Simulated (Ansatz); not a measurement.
Program: Ansatz. Geometries: PBE0-D4/def2-TZVP. ΔE: electronic, gas phase. CCSD(T)/CBS adds triple-zeta CCSD(T) − MP2 to the extrapolated MP2 energy (def2 sets, frozen cores). This one scheme is used for every species. DFT in def2-TZVPP. B3LYP here is the variant with VWN-RPA as its local correlation; programs differ in this. Elements past krypton have def2 core potentials. For Sn outer-core shells are correlated without core-valence functions, which leaves a few kJ/mol of doubt a bond. Each species was taken in one conformer, which may not be the lowest.

Reaction (substitution at a C–C bond): `CC=N` + `C[O][Sn]([OH])([O]C)[O]C` → `C[O][Sn]([O]C)([O]C)[O]C` + `C=N`

| level | ΔE (kcal/mol) | difference from CCSD(T)/CBS |
| --- | --- | --- |
| LDA (SPW92) | 22.9 | 2.7 |
| PBE-D4 | 20.4 | 0.2 |
| revPBE-D4 | 19.7 | -0.5 |
| BLYP-D4 | 18.4 | -1.8 |
| r2SCAN-D4 | 20.9 | 0.7 |
| B97M-V | 20.9 | 0.7 |
| PBE0-D4 | 20.9 | 0.7 |
| B3LYP-D4 | 19.1 | -1.1 |
| r2SCANh-D4 | 21.1 | 0.9 |
| r2SCAN0-D4 | 21.4 | 1.2 |
| BHLYP-D4 | 19.3 | -0.9 |
| CAM-B3LYP-D4 | 19.7 | -0.5 |
| ωB97X-V | 19.7 | -0.5 |
| ωB97M-V | 20.4 | 0.2 |
| B2PLYP | 20.2 | 0.0 |
| PBE-QIDH | 21.6 | 1.4 |
| PBE | 21.0 | 0.8 |
| revPBE | 20.3 | 0.1 |
| BLYP | 19.3 | -0.9 |
| r2SCAN | 21.2 | 1.0 |
| PBE0 | 21.5 | 1.3 |
| B3LYP | 20.0 | -0.2 |
| r2SCANh | 21.4 | 1.2 |
| r2SCAN0 | 21.7 | 1.5 |
| BHLYP | 20.3 | 0.1 |
| CAM-B3LYP | 20.4 | 0.2 |
| RPA@PBE/def2-TZVPP | 17.3 | -2.9 |
| MP2/def2-SVP | 18.8 | -1.4 |
| CCSD/def2-SVP | 17.2 | -3.0 |
| CCSD(T)/def2-SVP | 17.0 | -3.2 |
| MP2/def2-TZVPP | 21.0 | 0.8 |
| SCS-MP2/def2-TZVPP | 19.6 | -0.6 |
| CCSD/def2-TZVPP | 19.6 | -0.6 |
| CCSD(T)/def2-TZVPP | 19.6 | -0.6 |
| HF/def2-QZVPP | 19.0 | -1.2 |
| MP2/def2-QZVPP | 21.4 | 1.2 |
| SCS-MP2/def2-QZVPP | 20.0 | -0.2 |
| HF/CBS(def2) | 19.0 | -1.2 |
| MP2/CBS(def2) | 21.7 | 1.5 |
| CCSD/CBS(def2) | 20.3 | 0.1 |
| CCSD(T)/CBS | 20.2 | 0 |

Largest T1 diagnostic among the species: 0.014.

From BLYP to BHLYP (50 % exact exchange), in def2-TZVPP and without D4, ΔE moves by +1.0 kcal/mol. Leaving LDA and LC-ωPBE aside and taking each functional with its dispersion term where it has one, the values spread over 3.2 kcal/mol, from BLYP-D4 to PBE-QIDH. LDA lies +1.9 kcal/mol from PBE without D4.
